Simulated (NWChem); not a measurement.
System: GeSiH$_{3}$Br, singlet; SMILES [SiH3][Ge][Br]

Program: NWChem. Low-valent species are run as closed-shell singlets; no triplet was tried in these runs. The geometry was optimised at PBE0/def2-SVP. Ions are spin-unrestricted doublets at the neutral geometry; other ion states weren't tried.

### Question
What does the run give for PBE/def2-SVP? Quantities: vertical ionisation energy, ΔSCF (eV); −ε(HOMO) (eV).

### Answer
```
Property                               Result
-------------------------------------  ------
vertical ionisation energy, ΔSCF (eV)    8.34
−ε(HOMO) (eV)                            5.54
```
